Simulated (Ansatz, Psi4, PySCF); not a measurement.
C4H12Si (SMILES C[Si](C)(C)C), singlet, at a GFN2-xTB geometry. Base run: PBE0/def2-SVP (PySCF).

Geometry (Å):
```xyz
17

C     -0.4178    -1.2142    -1.4127
Si     0.0000     0.0000     0.0000
C      0.0055     1.7853    -0.6761
C     -1.3104    -0.1539     1.3797
C      1.7226    -0.4172     0.7091
H     -1.3940    -1.0042    -1.8395
H     -0.4293    -2.2416    -1.0613
H      0.3100    -1.1522    -2.2162
H      0.2404     2.5034     0.1039
H     -0.9621     2.0557    -1.0881
H      0.7418     1.9077    -1.4649
H     -2.3046     0.0775     1.0091
H     -1.3399    -1.1599     1.7874
H     -1.1021     0.5252     2.2011
H      1.7542    -1.4286     1.1032
H      2.4935    -0.3392    -0.0517
H      1.9921     0.2565     1.5170
```
Charge 0, spin multiplicity 1.
All else is at PySCF's defaults.

The same geometry, method and basis name were run in Ansatz (a quantum-chemistry and plane-wave program) and Psi4 and PySCF, at each program's defaults and at the settings that a row names. The base is PySCF at its defaults. Differences at the defaults can come from grids, fitting, cores and function types together.

```
code and settings                                                                             ΔE vs base (mEh)  basis functions      E (Eh)  SCF cycles
--------------------------------------------------------------------------------------------  ----------------  ---------------  ----------  ----------
PySCF, defaults (exact integrals, its default grid, spherical functions)                                 0.000              134  -448.65411           7
Psi4, defaults (density fitting with its default set, its default grid, spherical functions)            -0.093              134  -448.65420           7
Ansatz, defaults (factorised integrals, its default grid, spherical functions)                           0.008              134  -448.65410           -
PySCF, density fitting with def2-universal-jkfit                                                        -0.093              134  -448.65420           7
PySCF, fine grid                                                                                        -0.003              134  -448.65411           7
Psi4, exact integrals, spherical functions, fine grid                                                   -0.004              134  -448.65411           9
Ansatz, high accuracy                                                                                   -0.004              134  -448.65411           -
```
